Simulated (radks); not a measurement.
Results of a calculation; reference values are marked as such.
Question: Code: a radial shooting solver on a logarithmic mesh with Libxc functionals. Model: scalar-relativistic Kohn-Sham, LB94 model potential, spin-polarised, spherical densities, finite nucleus; open shells are filled with parallel spins first (spin-orbit coupling, left out, can overturn this in heavy ions); Fermi nuclear charge, rms radius of each element as measured or else 0.836 A^(1/3) + 0.57 fm. Response by self-consistent Sternheimer equations with the Hartree and adiabatic LDA kernel, the relativistic mass of each level held fixed and spin-orbit coupling left out. For heavy and open-shell atoms this level of theory can miss by tens of per cent. Estimate the static dipole polarisabilities of Sb ([Kr] 4d10 5s2 5p3) and Tb ([Xe] 4f9 6s2) and the C6 coefficients of the three pairs.

Answer: alpha = 43.88 and 119.4 bohr^3; C6 = 467.3 (Sb-Sb), 816.5 (Sb-Tb), 1602 (Tb-Tb) hartree bohr^6.
